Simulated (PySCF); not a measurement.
**Radial density of Be (beryllium, neutral)**

UHF, [He] 2s2, closed-shell 1S. Computed with PySCF 2.14 in cc-pVQZ (5s4p3d2f1g, 55 functions), with no relativity, point nucleus.

| r (bohr) | 4πr²ρ (e/bohr) |
| --- | --- |
| 0.00630 | 0.01679 |
| 0.0106 | 0.04583 |
| 0.0178 | 0.1225 |
| 0.0300 | 0.3145 |
| 0.0504 | 0.7571 |
| 0.0848 | 1.633 |
| 0.143 | 2.944 |
| 0.240 | 3.954 |
| 0.404 | 3.284 |
| 0.679 | 1.280 |
| 1.14 | 0.4840 |
| 1.92 | 0.7866 |
| 3.23 | 0.4774 |
| 5.43 | 0.06030 |
| 9.14 | 0.0006755 |
